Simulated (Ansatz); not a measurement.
`N=C=C[SiH2][GeH3]` + `C=N` → `C=N[SiH2][GeH3]` + `C=C=N`  (ligand exchange at the Si–C bond)

Program: Ansatz. Geometries: PBE0-D4/def2-TZVP. ΔE: electronic, gas phase. CCSD(T)/CBS adds triple-zeta CCSD(T) − MP2 to the extrapolated MP2 energy (def2 sets, frozen cores). This one scheme is used for every species. For Ge outer-core shells are correlated without core-valence functions, which leaves a few kJ/mol of doubt a bond. Scalar relativity is left out up to krypton. Each species was taken in one conformer, which may not be the lowest.

```
            species  CCSD(T)/def2-TZVPP energy (Eh)
`N=C=C[SiH2][GeH3]`                     -2499.55970
              `C=N`                       -94.47530
  `C=N[SiH2][GeH3]`                     -2461.55300
            `C=C=N`                      -132.48497
```

Q: Work out ΔE.

A: ΔE = (-2461.55300) + (-132.48497) − (-2499.55970) − (-94.47530) = -0.00297 Eh = -0.08 eV. CCSD(T)/CBS gives -0.09 eV.

Largest T1 diagnostic among the species: 0.015.

In def2-TZVPP, CCSD(T) changes the Hartree–Fock value by +0.11 eV (the triples alone add +0.02 eV) and MP2 by +0.12 eV.
